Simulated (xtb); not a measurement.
xtb input (GFN1-xTB):

```bash
xtb mol.xyz --gfn 1 --opt tight --chrg 1 --uhf 0
```
mol.xyz:
```
3

Ga     0.00000000     0.00000000     0.00000000
H      0.00000000     0.00000000     1.52926202
H     -0.00000000    -0.00000000    -1.52926202
```

End of the output:

```
         :::::::::::::::::::::::::::::::::::::::::::::::::::::
         ::                     SUMMARY                     ::
         :::::::::::::::::::::::::::::::::::::::::::::::::::::
         :: total energy              -1.894362065576 Eh    ::
         :: gradient norm              0.000329056073 Eh/a0 ::
         :: HOMO-LUMO gap              5.746245971483 eV    ::
         ::.................................................::
         :: SCC energy                -1.909745937883 Eh    ::
         :: -> electrostatic           0.122622103875 Eh    ::
         :: repulsion energy           0.015659112686 Eh    ::
         :: dispersion energy         -0.000275240379 Eh    ::
         :: halogen bond corr.         0.000000000000 Eh    ::
         :: add. restraining           0.000000000000 Eh    ::
         :: total charge               1.000000000000 e     ::
         :::::::::::::::::::::::::::::::::::::::::::::::::::::

           -------------------------------------------------
          |                Property Printout                |
           -------------------------------------------------

    * Orbital Energies and Occupations

         #    Occupation            Energy/Eh            Energy/eV
      -------------------------------------------------------------
         1        2.0000           -0.8152644             -22.1845
         2        2.0000           -0.7130428             -19.4029 (HOMO)
         3                         -0.5018722             -13.6566 (LUMO)
         4                         -0.4470152             -12.1639
         5                         -0.4470152             -12.1639
         6                         -0.3800221             -10.3409
         7                         -0.3800221             -10.3409
         8                         -0.3800221             -10.3409
         9                         -0.3800221             -10.3409
        10                         -0.2985999              -8.1253
        11                         -0.2978654              -8.1053
        12                         -0.0212559              -0.5784
        13                          0.9571629              26.0457
      -------------------------------------------------------------
                  HL-Gap            0.2111707 Eh            5.7462 eV
             Fermi-level           -0.6074575 Eh          -16.5298 eV

  Mulliken/CM5 charges         n(s)   n(p)   n(d)
     1Ga    0.83824  0.71583   1.450  0.711  0.000
     2H     0.08088  0.14209   0.919  0.000  0.000
     3H     0.08088  0.14209   0.919  0.000  0.000

Wiberg/Mayer (AO) data.
largest (>0.10) Wiberg bond orders for each atom

 ---------------------------------------------------------------------------
     #   Z sym  total        # sym  WBO       # sym  WBO       # sym  WBO
 ---------------------------------------------------------------------------
     1  31 Ga   1.714 --     2 H    0.857     3 H    0.857
     2   1 H    0.994 --     1 Ga   0.857     3 H    0.137
     3   1 H    0.994 --     1 Ga   0.857     2 H    0.137
 ---------------------------------------------------------------------------

Topologies differ in total number of bonds
Writing topology from bond orders to xtbtopo.mol

 dipole moment from electron density (au)
     X       Y       Z
  -0.0000   0.0000  -0.0000  total (Debye):    0.000

           -------------------------------------------------
          |                Geometry Summary                 |
           -------------------------------------------------

      molecular mass/u    :       71.7389476
   center of mass at/Å    :        0.0000000      -0.0000000       0.0000000
  moments of inertia/u·Å² :        0.7529562E-31   0.4656373E+01   0.4656373E+01
rotational constants/cm⁻¹ :        0.2238860E+33   0.3620335E+01   0.3620335E+01

 * 2 selected distances

     #   Z          #   Z                                           value/Å
     1  31 Ga       2   1 H                                       1.5198173 (max)
     1  31 Ga       3   1 H                                       1.5198173

 * 1 distinct bonds (by element types)

   Z      Z             #   av. dist./Å        max./Å        min./Å
   1 H   31 Ga          2     1.5198173     1.5198173     1.5198173

optimized geometry written to: xtbopt.xyz

           -------------------------------------------------
          | TOTAL ENERGY               -1.894362065576 Eh   |
Note: The following floating-point exceptions are signalling: IEEE_UNDERFLOW_FLAG IEEE_DENORMAL
normal termination of xtb
          | GRADIENT NORM               0.000329056073 Eh/α |
          | HOMO-LUMO GAP               5.746245971483 eV   |
           -------------------------------------------------

------------------------------------------------------------------------
------------------------------------------------------------------------
 total:
 SCF:
 ANC optimizer:
```
